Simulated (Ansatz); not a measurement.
Nudged elastic band run: H₇NSn

Input file:

```yaml
crystal:
  periodic: [false, false, false]
  atoms:
    - { symbol: Sn, position_ang: [0.341384, 0.037202, -0.09374] }
    - { symbol: H, position_ang: [0.535531, -0.116625, 1.612546] }
    - { symbol: H, position_ang: [1.901672, 0.077707, -0.835542] }
    - { symbol: H, position_ang: [-0.493567, 1.500376, -0.461345] }
    - { symbol: H, position_ang: [-0.538347, -1.311771, -0.709719] }
    - { symbol: "N", position_ang: [-2.937347, -0.054341, 1.483612] }
    - { symbol: H, position_ang: [-2.85484, -0.715637, 0.700495] }
    - { symbol: H, position_ang: [-2.707697, 0.871142, 1.098807] }
    - { symbol: H, position_ang: [-2.17549, -0.288052, 2.133387] }
basis:
  gaussian: { orbitals: def2-SVP }
hamiltonian:
  xc: pbe
  dispersion: d4
neb:
  order_check: false
  images: 5
  f_tol: 0.5
  max_iterations: 60
  final_atoms:
    - { symbol: Sn, position_ang: [-0.54387683, 0.12112299, -0.70983231] }
    - { symbol: H, position_ang: [-0.36456252, -0.28078564, 3.41712323] }
    - { symbol: H, position_ang: [0.94430092, -0.11432323, 0.1616367] }
    - { symbol: H, position_ang: [-0.57380648, 1.69316967, -1.42158441] }
    - { symbol: H, position_ang: [-0.73777203, -1.12392309, -1.88925874] }
    - { symbol: "N", position_ang: [-2.25717527, 0.02911723, 0.45876753] }
    - { symbol: H, position_ang: [-2.3357448, -0.8651533, 0.96207907] }
    - { symbol: H, position_ang: [-2.27409839, 0.76806953, 1.1751762] }
    - { symbol: H, position_ang: [-0.78596559, -0.22729317, 2.77439374] }
  initial_path:
    images:
      - { positions_ang: [[0.341384, 0.037202, -0.09374], [0.535531, -0.116625, 1.612546], [1.901672, 0.077707, -0.835542], [-0.493567, 1.500376, -0.461345], [-0.538347, -1.311771, -0.709719], [-2.937347, -0.054341, 1.483612], [-2.85484, -0.715637, 0.700495], [-2.707697, 0.871142, 1.098807], [-2.17549, -0.288052, 2.133387]] }
      - { positions_ang: [[0.2269398, 0.0301719, -0.06358651], [0.35884183, -0.09346763, 1.77028053], [1.81337667, 0.06276523, -0.75311311], [-0.60327144, 1.48464509, -0.48640207], [-0.63366997, -1.33621906, -0.68063467], [-2.71718131, -0.03813731, 1.24283543], [-2.90286654, -0.67625602, 0.55346239], [-2.65826085, 0.772891, 1.26613637], [-1.8126092, -0.2063922, 2.07952266]] }
      - { positions_ang: [[0.11249561, 0.0231418, -0.03343303], [0.18215266, -0.07031026, 1.92801505], [1.72508134, 0.04782345, -0.67068423], [-0.71297587, 1.46891419, -0.51145914], [-0.72899295, -1.36066711, -0.65155035], [-2.49701562, -0.02193363, 1.00205887], [-2.95089308, -0.63687504, 0.40642977], [-2.60882469, 0.67464001, 1.43346574], [-1.44972839, -0.1247324, 2.02565832]] }
      - { positions_ang: [[-0.00194859, 0.01611169, -0.00327954], [0.00546349, -0.04715289, 2.08574958], [1.63678601, 0.03288168, -0.58825534], [-0.82268031, 1.45318328, -0.53651622], [-0.82431592, -1.38511517, -0.62246602], [-2.27684994, -0.00572994, 0.7612823], [-2.99891962, -0.59749407, 0.25939716], [-2.55938854, 0.57638901, 1.60079511], [-1.08684759, -0.0430726, 1.97179398]] }
      - { positions_ang: [[-0.18259134, 0.05111546, -0.23879713], [-0.11787851, -0.12503047, 2.52954079], [1.40595764, -0.01618662, -0.33829133], [-0.73972236, 1.53317875, -0.83153895], [-0.79546796, -1.29805115, -1.04473026], [-2.27029171, 0.00588578, 0.66044404], [-2.77786135, -0.68671381, 0.49362446], [-2.46429182, 0.64028252, 1.45892214], [-0.98655359, -0.10447946, 2.23932723]] }
      - { positions_ang: [[-0.36323409, 0.08611923, -0.47431472], [-0.24122052, -0.20290805, 2.97333201], [1.17512928, -0.06525493, -0.08832732], [-0.65676442, 1.61317421, -1.12656168], [-0.76661999, -1.21098712, -1.4669945], [-2.26373349, 0.0175015, 0.55960578], [-2.55680307, -0.77593355, 0.72785177], [-2.36919511, 0.70417602, 1.31704917], [-0.88625959, -0.16588631, 2.50686048]] }
      - { positions_ang: [[-0.54387683, 0.12112299, -0.70983231], [-0.36456252, -0.28078564, 3.41712323], [0.94430092, -0.11432323, 0.1616367], [-0.57380648, 1.69316967, -1.42158441], [-0.73777203, -1.12392309, -1.88925874], [-2.25717527, 0.02911723, 0.45876753], [-2.3357448, -0.8651533, 0.96207907], [-2.27409839, 0.76806953, 1.1751762], [-0.78596559, -0.22729317, 2.77439374]] }
```

Launched with:

```bash
$ ansatz run input.yaml --threads 2 --pin off --max-ram 3072MiB --backend cpu --events-out ev --progress --plain --runs-dir out
```

Output, in part (warnings, iteration lines, the closing report on the highest movable image, with atoms numbered from 0):

```
NEB end point (image 0): max|allowed force component| = 3.231e-3 eV/Å (the criterion of neb.relax_end_points is 1.000e-1)
NEB end point (image 6): max|allowed force component| = 2.570e-2 eV/Å (the criterion of neb.relax_end_points is 1.000e-1)
NEB iter   1: max|band force component| = 1.742e1 eV/Å  barrier→ = 4.5437 eV  barrier← = 4.0605 eV  Δτ_max = 0.2000 Å  (176 SCF iters)
NEB iter   2: max|band force component| = 5.773e0 eV/Å  barrier→ = 2.6588 eV  barrier← = 2.1756 eV  Δτ_max = 0.2000 Å  (158 SCF iters)
NEB iter   3: max|band force component| = 2.512e0 eV/Å  barrier→ = 2.0004 eV  barrier← = 1.5173 eV  Δτ_max = 0.2000 Å  (142 SCF iters)
NEB iter   4: max|band force component| = 2.013e0 eV/Å  barrier→ = 1.6838 eV  barrier← = 1.2006 eV  Δτ_max = 0.1783 Å  (135 SCF iters)
NEB iter   5: max|band force component| = 1.356e0 eV/Å  barrier→ = 1.5884 eV  barrier← = 1.1052 eV  Δτ_max = 0.1935 Å  (129 SCF iters)
NEB iter   6: max|band force component| = 6.132e-1 eV/Å  barrier→ = 1.5808 eV  barrier← = 1.0976 eV  Δτ_max = 0.1908 Å  (127 SCF iters)
NEB iter   7: max|band force component| = 7.526e-1 eV/Å  barrier→ = 1.5239 eV  barrier← = 1.0407 eV  Δτ_max = 0.1011 Å  (128 SCF iters)
NEB iter   8: max|band force component| = 6.999e-1 eV/Å  barrier→ = 1.3951 eV  barrier← = 0.9119 eV  Δτ_max = 0.0997 Å  (129 SCF iters)
NEB iter   9: max|band force component| = 7.031e-1 eV/Å  barrier→ = 1.2777 eV  barrier← = 0.7946 eV  CI = image 3  Δτ_max = 0.2000 Å  (128 SCF iters)
NEB iter  10: max|band force component| = 6.673e-1 eV/Å  barrier→ = 1.3986 eV  barrier← = 0.9154 eV  CI = image 3  Δτ_max = 0.1994 Å  (132 SCF iters)
NEB iter  11: max|band force component| = 1.120e0 eV/Å  barrier→ = 1.5122 eV  barrier← = 1.0290 eV  CI = image 3  Δτ_max = 0.1241 Å  (131 SCF iters)
NEB iter  12: max|band force component| = 1.073e0 eV/Å  barrier→ = 1.7022 eV  barrier← = 1.2190 eV  CI = image 3  Δτ_max = 0.2000 Å  (127 SCF iters)
NEB iter  13: max|band force component| = 9.337e-1 eV/Å  barrier→ = 1.7462 eV  barrier← = 1.2630 eV  CI = image 3  Δτ_max = 0.1984 Å  (130 SCF iters)
NEB iter  14: max|band force component| = 3.383e-1 eV/Å  barrier→ = 1.6610 eV  barrier← = 1.1779 eV  CI = image 3  Δτ_max = 0.0000 Å  (256 SCF iters)
Total energy: -7429.16338191 eV, -273.0167186175 hartree
Atom 0 at    -0.288963     0.089568    -0.206164 Å, force    -0.077621    -0.332455     0.148503 eV/Å
Atom 1 at    -0.079802    -0.726574     1.933979 Å, force    -0.309693     0.105257    -0.090221 eV/Å
Atom 2 at     1.371329     0.400517     0.115550 Å, force     0.089894     0.122531     0.013584 eV/Å
Atom 3 at    -0.854288     1.404078    -1.200067 Å, force    -0.045102     0.048583    -0.047923 eV/Å
Atom 4 at    -0.541888    -1.424642    -0.993798 Å, force     0.033879     0.019271    -0.030718 eV/Å
Atom 5 at    -2.067714     0.134926     1.179636 Å, force    -0.053012     0.102196    -0.198254 eV/Å
Atom 6 at    -2.778687    -0.570050     0.915764 Å, force     0.095458    -0.016699     0.008486 eV/Å
Atom 7 at    -2.573603     1.034051     1.280339 Å, force     0.088728    -0.012928     0.194396 eV/Å
Atom 8 at    -1.115086    -0.341872     1.903261 Å, force     0.177470    -0.035757     0.002147 eV/Å
Dipole moment:    -0.465952     0.179382    -0.171710 e Å
```

The run converged. The threshold of 0.5 eV/Å is loose, so the images may lie well off the minimum-energy path. Neighbouring images differ by up to 1.2 eV, so the band resolves the path poorly. The order of the stationary point at the top wasn't checked. The orbitals stay closed-shell, which can raise the energy where a bond breaks towards radicals; this wasn't checked here.

Final band (atoms are numbered from 1 in the order of the input):

```json
{"image": "0", "path coordinate (Å)": "0.00", "energy (kJ/mol)": "0.0", "Sn1–H2 (Å)": "1.72", "N6–H9 (Å)": "1.03", "Sn1–N6 (Å)": "3.64"}
{"image": "1", "path coordinate (Å)": "0.93", "energy (kJ/mol)": "9.6", "Sn1–H2 (Å)": "1.73", "N6–H9 (Å)": "1.02", "Sn1–N6 (Å)": "3.39"}
{"image": "2", "path coordinate (Å)": "1.85", "energy (kJ/mol)": "43.6", "Sn1–H2 (Å)": "1.82", "N6–H9 (Å)": "1.03", "Sn1–N6 (Å)": "2.54"}
{"image": "3", "path coordinate (Å)": "2.78", "energy (kJ/mol)": "160.3", "Sn1–H2 (Å)": "2.30", "N6–H9 (Å)": "1.29", "Sn1–N6 (Å)": "2.26"}
{"image": "4", "path coordinate (Å)": "3.88", "energy (kJ/mol)": "57.0", "Sn1–H2 (Å)": "3.12", "N6–H9 (Å)": "2.04", "Sn1–N6 (Å)": "2.10"}
{"image": "5", "path coordinate (Å)": "4.98", "energy (kJ/mol)": "48.1", "Sn1–H2 (Å)": "3.72", "N6–H9 (Å)": "2.67", "Sn1–N6 (Å)": "2.08"}
{"image": "6", "path coordinate (Å)": "6.08", "energy (kJ/mol)": "46.6", "Sn1–H2 (Å)": "4.15", "N6–H9 (Å)": "2.76", "Sn1–N6 (Å)": "2.08"}
```

The run took 61 s on 2 threads of AMD EPYC 7R32 (Zen 2), with other jobs on the host, peak memory 0.17 GiB.
